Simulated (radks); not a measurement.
Values are calculated unless marked as measured or tabulated.
Task: Cl15+, 2 electrons, occupied as [He] (the NIST ground configuration). Level of theory: Dirac Kohn-Sham, BLYP, spin-unpolarised, spherical densities, finite nucleus; Fermi nuclear charge, rms radius 3.3654 fm (a radial shooting solver on a logarithmic mesh with Libxc functionals). Some entries of the table are withheld. Estimate them.

orbital  occ.  eigenvalue (eV)  <r^2> (bohr^2)  r(max) (bohr)
1s1/2       2        -3557.053             (1)        0.05920
2s1/2       0              (2)             (3)            (4)
2p1/2       0              (5)          0.1266         0.2595
2p3/2       0              (6)          0.1276         0.2610

Result: 
(1) 1s1/2 <r^2> (bohr^2): 0.01084
(2) 2s1/2 eigenvalue (eV): -858.6159
(3) 2s1/2 <r^2> (bohr^2): 0.1651
(4) 2s1/2 r(max) (bohr): 0.3319
(5) 2p1/2 eigenvalue (eV): -826.4596
(6) 2p3/2 eigenvalue (eV): -823.7188
